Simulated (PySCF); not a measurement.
Species: C3H2FN3O.
Z-matrix (Å and degrees, GFN2-xTB geometry), rows numbered from 1:
```
N 
C   1  1.2551
C   2  1.4542  1  119.93
N   3  1.3083  2  125.16  1   179.89
C   4  1.3482  3  102.12  2  -179.98
F   5  1.3019  4  122.61  3   179.97
N   5  1.3071  4  114.21  3     0.04
O   3  1.3351  2  122.90  1    -0.07
H   1  1.0167  2  115.79  3  -179.99
H   2  1.0954  1  127.62  3  -179.98
```

NICS is the negative of the GIAO shielding at a point without a nucleus: at the ring centre (0) and 1 Å above and below it (1); zz is the component along the ring normal. Level: GIAO PBE0/pcSseg-1 (PySCF, non-relativistic, gas phase) on the GFN2-xTB geometry, one conformer.

Ring bond lengths (Å), with Mayer bond orders in brackets: C3–N4 1.308 (1.53), N4–C5 1.348 (1.32), C5–N7 1.307 (1.61), N7–O8 1.344 (0.99), O8–C3 1.335 (1.13).

Question: Give the NICS values of each ring in ppm.

Answer: 
```csv
ring,type,NICS(0),"NICS(1), two faces","NICS(1)zz, two faces",rms pucker (Å),"centre to ring atoms, mean (Å)"
C3–N4–C5–N7–O8,5-membered ring with 2 N and O; formal bonds all aromatic,-11.1,-10.0 / -10.0,-24.9 / -24.9,0.00,1.13
```

Question: What do they say, and how far can they be read as aromaticity?

Answer: 
- C3–N4–C5–N7–O8: mean NICS(1)zz -24.9 ppm, shielded. The ring is flat and has no four-coordinate atom; by the NICS criterion it is aromatic.

Question: What does the geometric index give? Use HOMA with the parameters of Krygowski (1993).

Answer: 
- C3–N4–C5–N7–O8: HOMA 0.71; the largest term is that of O8–C3, α(R − Ropt)² = 0.77. The geometric and the magnetic index point the same way.

Question: Give the inner angles of the rings and the Hirshfeld charges of the ring atoms.

Answer: 
- C3–N4–C5–N7–O8: C3 111.9° (+0.140 e), N4 102.1° (-0.199 e), C5 114.2° (+0.174 e), N7 104.2° (-0.126 e), O8 107.5° (-0.002 e); sum 540.0° against 540° for a flat convex ring.

Question: How shielded are the nuclei of the rings and their hydrogens (means over atoms taken as equivalent)?

Answer: 
```json
{"atoms": "C3", "environment": "substituted aromatic carbon", "σ isotropic (ppm)": "6.2", "principal values of the symmetric part, first atom (ppm)": "-60.4, -3.0, 82.1"}
{"atoms": "N4", "environment": "pyridine-type nitrogen", "σ isotropic (ppm)": "-11.3", "principal values of the symmetric part, first atom (ppm)": "-186.0, -47.5, 199.7"}
{"atoms": "C5", "environment": "aromatic C–F carbon", "σ isotropic (ppm)": "1.7", "principal values of the symmetric part, first atom (ppm)": "-81.0, 39.5, 46.7"}
{"atoms": "N7", "environment": "pyridine-type nitrogen", "σ isotropic (ppm)": "-93.5", "principal values of the symmetric part, first atom (ppm)": "-295.8, -75.6, 91.0"}
{"atoms": "O8", "environment": "ring oxygen", "σ isotropic (ppm)": "-55.7", "principal values of the symmetric part, first atom (ppm)": "-220.2, -84.8, 138.0"}
```

The run took 12 s on one thread of an Arm Neoverse V2, shared host. This is the whole shielding run at PBE0/pcSseg-1, SCF included.
